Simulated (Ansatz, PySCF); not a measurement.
Gas-phase reaction (SMILES): FCC(F)(F)F -> FC[C](F)F + F atom; the C-F bond at the site shown breaks (other sites are not compared here).

Geometries: B3LYP-D3(BJ)/def2-TZVP minima from Ansatz (a program for electronic structure), one conformer each, not searched for the lowest. Valence correlation only, unless marked. UHF or UKS for open shells. No spin-orbit coupling. No relativistic terms. Basis-set limits of correlation are two-point, X^-3; Hartree-Fock from the larger set. Thermal terms are rigid-rotor harmonic-oscillator values from B3LYP-D3(BJ) frequencies (Ansatz or PySCF) at 298.15 K and 1 atm. 1 Eh = 627.5095 kcal/mol. Atoms have translation alone.

| species | E, CCSD(T)/CBS(cc-pVTZ,cc-pVQZ) (Ansatz) (Eh) | E, wB97M-V/def2-TZVPD (Ansatz) (Eh) | H - E (Eh) |
|---|---|---|---|
| FCC(F)(F)F | -476.45539 | -476.88275 | 0.05153 |
| FC[C](F)F | -376.58216 | -376.93073 | 0.04590 |
| F atom | -99.66606 | -99.74647 | 0.00236 |

**Question.** Work out ΔE and ΔH at 298.15 K at the first level, then ΔH at the second.

**Answer.** 
1. ΔE = [(-376.58216) + (-99.66606)] - [(-476.45539)] = 0.20717 Eh = 130.0 kcal/mol at CCSD(T)/CBS(cc-pVTZ,cc-pVQZ).
2. The terms H - E add up to -0.00327 Eh, so ΔH = (0.20717 + (-0.00327))×627.5095 = 127.9 kcal/mol.
3. At wB97M-V/def2-TZVPD the same steps give ΔE = 129.0 and ΔH = 126.9 kcal/mol, a shift of -1.0 from the first level.
4. These values are not checked against measurement here, since the tables used lack a sound gas-phase enthalpy of formation for at least one species.
